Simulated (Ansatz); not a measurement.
Start from `CN(C)[SiH]` and change one atom or group to get `C[N](C)[InH][SH]`.

Ansatz, PBE0-D4/def2-TZVP geometries, multiplicity 1. Each molecule was computed in one conformer, which needn't be the lowest.

Elements past krypton have def2 core potentials.

| property | `CN(C)[SiH]` |
| --- | --- |
| LUMO energy (PBE0/def2-TZVPP) / eV | -1.45 |
| HOMO–LUMO gap (B3LYP/def2-TZVPP) / eV | 4.39 |
| HOMO–LUMO gap (PBE/def2-TZVPP) / eV | 2.87 |
| HOMO–LUMO gap (PBE0/def2-TZVPP) / eV | 4.75 |
| HOMO energy (PBE0/def2-TZVPP) / eV | -6.20 |
| HOMO energy (ωB97M-V/def2-TZVPP) / eV | -8.32 |

Task: Give the same properties after the change, and the shifts. (Estimate.)

Result: The calculation gave: 
| property | `C[N](C)[InH][SH]` | shift |
| --- | --- | --- |
| LUMO energy (PBE0/def2-TZVPP) / eV | -0.98 | 0.47 |
| HOMO–LUMO gap (B3LYP/def2-TZVPP) / eV | 4.71 | 0.32 |
| HOMO–LUMO gap (PBE/def2-TZVPP) / eV | 3.30 | 0.43 |
| HOMO–LUMO gap (PBE0/def2-TZVPP) / eV | 5.14 | 0.39 |
| HOMO energy (PBE0/def2-TZVPP) / eV | -6.12 | 0.08 |
| HOMO energy (ωB97M-V/def2-TZVPP) / eV | -8.37 | -0.05 |

With PBE0 the HOMO rises by 0.08 eV and the LUMO rises by 0.47 eV, so the gap widens by about 0.39 eV. PBE moves the HOMO by 0.18 eV and ωB97M-V by -0.05 eV.

B3LYP here is the variant with VWN-RPA as its local correlation; programs differ in this.
